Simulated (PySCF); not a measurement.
Electron correlation in Hg⁺ (mercury, charge +1)

[Xe] 4f14 5d10 6s1, 2S determinant. Calculation: PySCF 2.14, in ANO-RCC-VTZP (8s7p5d3f1g, 84 functions); the spin-free X2C one-electron Hamiltonian (Gaussian nucleus). Frozen: [Xe] 4f14; 11 electrons correlated.

```json
{"level": "CCSD", "correlation energy (mhartree)": "-335.94"}
{"level": "(T)", "correlation energy (mhartree)": "-11.63"}
{"level": "CCSD(T)", "correlation energy (mhartree)": "-347.57"}
```

Diagnostics: T1 = 0.0088, D1 = 0.0352, largest double amplitude 0.016.

Cost of the coupled-cluster step: of the order of 2.7 core-seconds, for 11 correlated electrons.
